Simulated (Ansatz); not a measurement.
`[SiH3][Sn]([Cl])([Cl])[Cl]` + HBr → `[Cl][Sn]([Cl])([Cl])[Br]` + SiH₄ at 298.15 K and 1 bar (cleavage of the Sn–Si bond).

Isolated molecules relaxed with PBE0-D4/def2-TZVP in Ansatz; ΔE leaves out vibrations. CCSD(T)/CBS adds triple-zeta CCSD(T) − MP2 to the extrapolated MP2 energy (def2 sets, frozen cores). This one scheme is used for every species. def2 core potentials past Kr. For Br, Sn outer-core shells are correlated without core-valence functions, which leaves a few kJ/mol of doubt a bond. Scalar relativity is left out up to krypton.

| species | CCSD(T)/CBS energy (Eh) | H − E (kJ/mol) | S (J/(mol·K)) |
| --- | --- | --- | --- |
| `[SiH3][Sn]([Cl])([Cl])[Cl]` | -1884.38944 | 101.5 | 415.4 |
| HBr | -2573.91920 | 24.6 | 198.6 |
| `[Cl][Sn]([Cl])([Cl])[Br]` | -4166.86464 | 34.9 | 390.9 |
| SiH₄ | -291.46306 | 92.1 | 204.8 |

H − E and S are ideal-gas, rigid-rotor, harmonic terms from PBE0-D4/def2-TZVP. 1 Eh = 2625.50 kJ/mol, R = 8.31446 J/(mol·K).

By hand: ΔE, ΔH, ΔS and ΔG.

ΔE = (-4166.86464) + (-291.46306) − (-1884.38944) − (-2573.91920) = -0.01906 Eh = -50.0 kJ/mol. Δ(H − E) = 34.9 + 92.1 − 101.5 − 24.6 = 0.9, so ΔH = -49.1 kJ/mol. ΔS = 390.9 + 204.8 − 415.4 − 198.6 = -18.3 J/(mol·K). ΔG = -49.1 − 298.15 × (-18.3)/1000 = -43.6 kJ/mol.

By hand: the equilibrium constant, and the temperature at which ΔG would vanish if ΔH and ΔS stayed fixed.

log₁₀ K = −ΔG/(RT ln 10) = 7.6. ΔG = 0 at ΔH/ΔS = 2683 K, far beyond where these terms or the molecules hold.

ΔH outweighs TΔS. A doubt of 5 kJ/mol in ΔE shifts log₁₀ K by 0.9 here. These are equilibria of isolated gas molecules and say nothing of rates. Largest T1 diagnostic: 0.011 (customary marks: 0.02 for closed shells, 0.045 for open ones).
